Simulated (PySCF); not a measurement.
NMR data simulated for an unnamed compound:

¹H NMR (400 MHz, computed): δ 8.80 (d, 2H), 7.24 (d, 2H), 2.40 (s, 3H).

¹³C{¹H} NMR (computed): δ 158.2 (CH), 154.1 (C), 129.9 (CH), 23.8 (CH3).

PySCF calculation with geometry: PBE0-D3(BJ)/def2-TZVP and B97-2/pcSseg-2 with gauge-including orbitals; isolated molecule, relativity neglected, one computed conformer, equivalent nuclei averaged.

References, each an isolated molecule treated in the same way: TMS for ¹H (σref 31.64) and ¹³C (σref 185.38).

Task: Which of these does the molecule contain: an aldehyde, an NH or NH2 group, a non-aromatic C=C double bond, a heteroaromatic ring?

Result: 
- An aldehyde: no.
- An NH or NH2 group: no.
- A non-aromatic C=C double bond: no.
- A heteroaromatic ring: yes.

The data belong to SMILES Cc1ccncc1, C$_{6}$H$_{7}$N; they needn't prove each group on their own.

Carbon signals by region: 3 in the sp2 and nitrile region (100–160 ppm), 1 below 50 ppm.

Shifts are as computed. Against solution values, carbons near 30 ppm lie about +3 ppm off and those near 130 ppm about +7 ppm. Of 1211 compounds with measured shifts, 218 miss one by over three times the rms of a fit or turn the order of signals round; such compounds aren't used in these exercises. No couplings were computed; multiplicities are counted from neighbouring protons, with m where these are inequivalent, close in shift, in a saturated or five-membered ring or joined by F or P, and br s for small geminal =CH2 splittings.
